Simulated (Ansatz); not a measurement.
Start from `[OH][Hf]([F])([Cl])[SeH]` and change one element to get `[OH][Zr]([F])([Cl])[SeH]`.

Ansatz, PBE0-D4/def2-TZVP geometries, multiplicity 1. Each molecule was computed in one conformer, which needn't be the lowest.

Elements past krypton have def2 core potentials. Scalar relativity is left out up to krypton.

```json
{"property": "HOMO–LUMO gap (ωB97M-V/def2-TZVPP) / eV", "`[OH][Hf]([F])([Cl])[SeH]`": "10.20"}
{"property": "HOMO–LUMO gap (B3LYP/def2-TZVPP) / eV", "`[OH][Hf]([F])([Cl])[SeH]`": "5.79"}
{"property": "HOMO–LUMO gap (PBE0/def2-TZVPP) / eV", "`[OH][Hf]([F])([Cl])[SeH]`": "6.24"}
{"property": "HOMO energy (PBE/def2-TZVPP) / eV", "`[OH][Hf]([F])([Cl])[SeH]`": "-6.25"}
{"property": "LUMO energy (PBE/def2-TZVPP) / eV", "`[OH][Hf]([F])([Cl])[SeH]`": "-1.98"}
{"property": "LUMO energy (ωB97M-V/def2-TZVPP) / eV", "`[OH][Hf]([F])([Cl])[SeH]`": "0.72"}
```

Question: What does the change do to each property? (Best estimate.)

Answer: The calculation gave: 
```json
{"property": "HOMO–LUMO gap (ωB97M-V/def2-TZVPP) / eV", "`[OH][Zr]([F])([Cl])[SeH]`": "9.85", "shift": "-0.35"}
{"property": "HOMO–LUMO gap (B3LYP/def2-TZVPP) / eV", "`[OH][Zr]([F])([Cl])[SeH]`": "5.31", "shift": "-0.48"}
{"property": "HOMO–LUMO gap (PBE0/def2-TZVPP) / eV", "`[OH][Zr]([F])([Cl])[SeH]`": "5.75", "shift": "-0.49"}
{"property": "HOMO energy (PBE/def2-TZVPP) / eV", "`[OH][Zr]([F])([Cl])[SeH]`": "-6.27", "shift": "-0.02"}
{"property": "LUMO energy (PBE/def2-TZVPP) / eV", "`[OH][Zr]([F])([Cl])[SeH]`": "-2.45", "shift": "-0.47"}
{"property": "LUMO energy (ωB97M-V/def2-TZVPP) / eV", "`[OH][Zr]([F])([Cl])[SeH]`": "0.37", "shift": "-0.35"}
```

B3LYP here is the variant with VWN-RPA as its local correlation; programs differ in this.

Spin–orbit coupling is left out; it splits and shifts lone-pair levels of the heavy atoms by tenths of an eV.
